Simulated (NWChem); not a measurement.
System: BSiH3Cl2; SMILES [SiH3]B(Cl)Cl

Parts of the log:

```
             Northwest Computational Chemistry Package (NWChem) 7.3.0
             --------------------------------------------------------

 C1  symmetry detected

                             Geometry "geometry" -> ""
                             -------------------------

 Output coordinates in angstroms (scale by  1.889725989 to convert to a.u.)

  No.       Tag          Charge          X              Y              Z
 ---- ---------------- ---------- -------------- -------------- --------------
    1 B                    5.0000    -0.00764693    -0.09882855     0.00707201
    2 Cl                  17.0000     1.58176108    -0.83377154    -0.00023631
    3 Cl                  17.0000    -1.40579394    -1.14850527    -0.00023344
    4 Si                  14.0000    -0.17067951     1.92058757     0.00037645
    5 H                    1.0000    -1.58805881     2.37011779     0.14247639
    6 H                    1.0000     0.37917812     2.44125361    -1.29114098
    7 H                    1.0000     0.64518712     2.49325111     1.11602006

 Effective nuclear repulsion energy (a.u.)     229.1579010526

                                 NWChem DFT Module
                                 -----------------

 Summary of "ao basis" -> "ao basis" (spherical)
 ------------------------------------------------------------------------------
       Tag                 Description            Shells   Functions and Types
 ---------------- ------------------------------  ------  ---------------------
 B                          def2-svp                 6       14   3s2p1d
 Cl                         def2-svp                 8       18   4s3p1d
 Si                         def2-svp                 8       18   4s3p1d
 H                          def2-svp                 3        5   2s1p

            General Information
            -------------------
          SCF calculation type: DFT
          Wavefunction type:  closed shell.
          No. of atoms     :     7
          No. of electrons :    56
           Alpha electrons :    28
            Beta electrons :    28
          Charge           :     0
          Spin multiplicity:     1
          Use of symmetry is: off; symmetry adaption is: off
          Maximum number of iterations: 150
          AO basis - number of functions:    83
                     number of shells:    39
          Convergence on energy requested:  1.00D-06
          Convergence on density requested:  1.00D-05
          Convergence on gradient requested:  5.00D-04

              XC Information
              --------------
                         PBE0 Method XC Functional
                     Hartree-Fock (Exact) Exchange  0.250
          PerdewBurkeErnzerhof Exchange Functional  0.750
            Perdew 1991 LDA Correlation Functional  1.000 local
           PerdewBurkeErnz. Correlation Functional  1.000 non-local

             Grid Information
             ----------------
          Grid used for XC integration:  medium
          Radial quadrature: Mura-Knowles
          Angular quadrature: Lebedev.
          Tag              B.-S. Rad. Rad. Pts. Rad. Cut. Ang. Pts.
          ---              ---------- --------- --------- ---------
          B                   0.85       49           9.0       434
          Cl                  1.00       88          11.0       590
          Si                  1.10       88           9.0       590
          H                   0.35       45          11.0       434
          Grid pruning is: on
          Number of quadrature shells:   448
          Spatial weights used:  Erf1

      Superposition of Atomic Density Guess
      -------------------------------------

 Sum of atomic energies:       -1233.38741443

      Non-variational initial energy
      ------------------------------

 Total energy =   -1234.546192
 1-e energy   =   -2161.006400
 2-e energy   =     697.302307
 HOMO         =      -0.311783
 LUMO         =      -0.004832

   convergence    iter        energy       DeltaE   RMS-Dens  Diis-err
 ---------------- ----- ----------------- --------- --------- ---------
 d= 0,ls=0.0,diis     1  -1235.6880395077 -1.46D+03  1.26D-02  4.44D-01
 d= 0,ls=0.0,diis     2  -1235.6610874185  2.70D-02  8.23D-03  6.08D-01
 d= 0,ls=0.0,diis     3  -1235.7484175601 -8.73D-02  1.39D-03  1.78D-02
 d= 0,ls=0.0,diis     4  -1235.7510969951 -2.68D-03  2.32D-04  2.26D-04
 d= 0,ls=0.0,diis     5  -1235.7511274097 -3.04D-05  3.97D-05  8.70D-06
  Resetting Diis
 d= 0,ls=0.0,diis     6  -1235.7511288395 -1.43D-06  7.67D-06  2.39D-07
 d= 0,ls=0.0,diis     7  -1235.7511288772 -3.76D-08  1.09D-06  2.51D-09

         Total DFT energy =    -1235.751128877186
      One electron energy =    -2162.866895532322
           Coulomb energy =      780.081484244232
    Exchange-Corr. energy =      -82.123618641682
 Nuclear repulsion energy =      229.157901052587

 Numeric. integr. density =       55.999999086486

                       DFT Final Molecular Orbital Analysis
                       ------------------------------------

 Vector   26  Occ=2.000000D+00  E=-3.528622D-01
              MO Center=  2.3D-01, -8.9D-01, -2.4D-03, r^2= 3.5D+00
   Bfn.  Coefficient  Atom+Function         Bfn.  Coefficient  Atom+Function
  ----- ------------  ---------------      ----- ------------  ---------------
    27      0.480291  2 Cl pz                45     -0.437853  3 Cl pz
    24      0.357492  2 Cl pz                42     -0.323370  3 Cl pz
    21      0.207120  2 Cl pz                39     -0.187542  3 Cl pz
    63     -0.055737  4 Si pz                74      0.051341  6 H  s
    79     -0.050091  7 H  s                 60     -0.044208  4 Si pz

 Vector   27  Occ=2.000000D+00  E=-3.347939D-01
              MO Center=  2.9D-02, -6.1D-01,  1.8D-02, r^2= 4.4D+00
   Bfn.  Coefficient  Atom+Function         Bfn.  Coefficient  Atom+Function
  ----- ------------  ---------------      ----- ------------  ---------------
    26      0.359018  2 Cl py                43      0.338940  3 Cl px
    44     -0.279264  3 Cl py                23      0.271545  2 Cl py
    25      0.270613  2 Cl px                40      0.257591  3 Cl px
    41     -0.214607  3 Cl py                22      0.205812  2 Cl px
    20      0.155985  2 Cl py                37      0.148196  3 Cl px

 Vector   28  Occ=2.000000D+00  E=-3.057090D-01
              MO Center= -3.2D-02,  2.1D-01, -7.4D-04, r^2= 4.0D+00
   Bfn.  Coefficient  Atom+Function         Bfn.  Coefficient  Atom+Function
  ----- ------------  ---------------      ----- ------------  ---------------
    44      0.344355  3 Cl py                26      0.341857  2 Cl py
     5      0.303592  1 B  py                59      0.259474  4 Si py
    41      0.247995  3 Cl py                23      0.242387  2 Cl py
    62      0.209396  4 Si py                 2     -0.176788  1 B  s
    38      0.142551  3 Cl py                56     -0.141421  4 Si py

 Vector   29  Occ=0.000000D+00  E=-7.510340D-02
              MO Center= -5.5D-03,  4.1D-02,  5.4D-03, r^2= 3.1D+00
   Bfn.  Coefficient  Atom+Function         Bfn.  Coefficient  Atom+Function
  ----- ------------  ---------------      ----- ------------  ---------------
     6      0.559825  1 B  pz                 9     -0.470725  1 B  pz
    45      0.333779  3 Cl pz                27      0.327378  2 Cl pz
    75     -0.265267  6 H  s                 80      0.240220  7 H  s
    63     -0.227796  4 Si pz                42      0.174290  3 Cl pz
    24      0.167021  2 Cl pz                74     -0.114146  6 H  s

 Vector   30  Occ=0.000000D+00  E= 3.984977D-02
              MO Center= -1.1D-01,  1.4D+00, -1.4D-02, r^2= 4.2D+00
   Bfn.  Coefficient  Atom+Function         Bfn.  Coefficient  Atom+Function
  ----- ------------  ---------------      ----- ------------  ---------------
    61      1.167193  4 Si px                70      0.990313  5 H  s
    80     -0.617252  7 H  s                 75     -0.437158  6 H  s
     3     -0.322551  1 B  s                  7      0.295664  1 B  px
    36      0.282937  3 Cl s                 44      0.250928  3 Cl py
     4     -0.201866  1 B  px                58      0.202611  4 Si px

 Vector   31  Occ=0.000000D+00  E= 6.030430D-02
              MO Center= -1.8D-01,  2.0D+00, -4.1D-04, r^2= 3.9D+00
   Bfn.  Coefficient  Atom+Function         Bfn.  Coefficient  Atom+Function
  ----- ------------  ---------------      ----- ------------  ---------------
    62      1.698920  4 Si py                 3      1.276834  1 B  s
     8      0.806863  1 B  py                54     -0.577068  4 Si s
     2      0.555361  1 B  s                 75     -0.462961  6 H  s
    80     -0.460213  7 H  s                 70     -0.433139  5 H  s
    53      0.286331  4 Si s                 44     -0.158774  3 Cl py

     Multipole analysis of the density
     ---------------------------------

     L   x y z        total         alpha         beta         nuclear
     -   - - -        -----         -----         ----         -------
     0   0 0 0     -0.000000    -28.000000    -28.000000     56.000000

     1   1 0 0     -0.019942     -0.009971     -0.009971     -0.000000
     1   0 1 0      0.085852      0.042926      0.042926     -0.000000
     1   0 0 1      0.003192      0.001596      0.001596      0.000000

     2   2 0 0    -34.357219   -159.342549   -159.342549    284.327879
     2   1 1 0      0.082316      1.447460      1.447460     -2.812603
     2   1 0 1      0.001564     -0.003259     -0.003259      0.008082
     2   0 2 0    -34.863490   -202.637095   -202.637095    370.410699
     2   0 1 1     -0.007301      0.027174      0.027174     -0.061650
     2   0 0 2    -33.419808    -21.947047    -21.947047     10.474286

                                 NWChem DFT Module
                                 -----------------

[...]
```

Level: PBE0/def2-SVP, vertical spin-unrestricted ions. Structure relaxed at the PBE0/def2-SVP level.

Q: Write an input that gives this output.

A: One answer among several that fit: the input that was run:
```
start job
memory heap 200 mb stack 900 mb global 1100 mb
geometry units angstroms noautoz
  B     -0.013505    -0.090245     0.005606
  Cl     1.534053    -0.909618    -0.004619
  Cl    -1.466109    -1.063144    -0.004335
  Si    -0.067643     1.935029     0.005171
  H     -1.458745     2.459732     0.149240
  H      0.509109     2.429336    -1.284973
  H      0.778136     2.459520     1.122225
end
basis spherical
  * library def2-svp
end
dft
  xc pbe0
  iterations 150
  vectors input atomic output neutral.movecs
end
task dft energy
charge 1
dft
  odft
  mult 2
  vectors input atomic output cation.movecs
end
task dft energy
```
